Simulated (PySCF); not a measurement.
C₆H₁₁O, SMILES C[C](C)CC(C)=O, multiplicity 2.

Geometry: B3LYP-D3(BJ)/def2-SVP. The isomer is the one that the SMILES or the coordinates give; other isomers of the formula were not compared. One conformer was computed; it need not be the lowest.

Calculation: TDA-M06-2X/def2-SVPD run with PySCF.

Vertical excitations. The molecule is in vacuum.

```
state   energy (eV)  λ (nm)      f                                                                 main pairs
------  -----------  ------  -----  -------------------------------------------------------------------------
root 1         3.40     365  0.009                      α HOMO→LUMO 56 %, α HOMO−1→LUMO 21 %, β HOMO→LUMO 7 %
root 2         3.95     314  0.010  α HOMO→LUMO 13 %, β HOMO→LUMO 42 %, β HOMO→LUMO+2 27 %, β HOMO→LUMO+1 9 %
root 3         4.76     260  0.006                   α HOMO→LUMO+1 36 %, α HOMO−1→LUMO 27 %, α HOMO→LUMO 23 %
root 4         4.97     250  0.016                                     α HOMO→LUMO+1 50 %, α HOMO−1→LUMO 34 %
root 5         5.85     212  0.002                                                         α HOMO→LUMO+2 73 %
root 6         6.00     207  0.005                                                         α HOMO→LUMO+3 69 %
```
Unrestricted roots are not spin-pure.
